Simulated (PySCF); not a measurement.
Xenon: a sound run and one with changed settings

Sound run: Xe [Xe], Xe+ [Kr] 4d10 5s2 5p5. Computed with PySCF 2.14 in x2c-TZVPall (8s6p4d2f, 60 functions), with the spin-free X2C one-electron Hamiltonian (Gaussian nucleus). In the sound run the correlated levels freeze [Kr] 4d10. The sound run starts from symmetry-adapted Hartree-Fock orbitals and uses a fine grid where one is needed.

Changed run: no relativity, point nucleus. This setting is unsound on purpose.

| species | method | sound run (hartree) | changed run (hartree) | converged |
| --- | --- | --- | --- | --- |
| Xe | UHF | -7443.46519 | -7064.07440 | yes |
| Xe | M06-L | -7446.26567 | -7067.26759 | yes |
| Xe | BP86 | -7447.27475 | -7068.43890 | yes |
| Xe | MP2 | -7443.59780 | -7064.20787 | yes |
| Xe+ | UHF | -7443.04100 | -7063.64629 | yes |
| Xe+ | M06-L | -7445.81316 | -7066.81200 | yes |
| Xe+ | BP86 | -7446.81383 | -7067.97474 | yes |
| Xe+ | MP2 | -7443.14570 | -7063.75254 | yes |

Ionisation energy of Xe:

```csv
method,sound run (eV),changed run (eV)
UHF,11.543,11.650
M06-L,12.314,12.397
BP86,12.542,12.631
MP2,12.302,12.390
SCS-MP2,12.232,12.318
```

Most of the change in total energy is the relativistic energy itself. On top of that the contraction fixes the core shape for the Hamiltonian it was made with, so the changed run is not a good calculation with the other Hamiltonian either.

For comparison, NIST gives 12.130 eV between the lowest levels.
